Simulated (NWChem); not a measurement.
Species: C₂H₈Si; SMILES C[SiH2]C

All runs: NWChem. Pople sets run with spherical d functions. Each level has its own optimisation; frequencies are unscaled.

Q: Among these, which level gives the highest value of “highest harmonic frequency (cm⁻¹)”?
(A) PBE/3-21G
(B) PBE/6-31G*
(C) PBE/STO-3G
(D) PBE/6-31+G*

A: C, PBE/STO-3G. Values: PBE/6-31+G* 3067; PBE/3-21G 3072; PBE/6-31G* 3076; PBE/STO-3G 3421
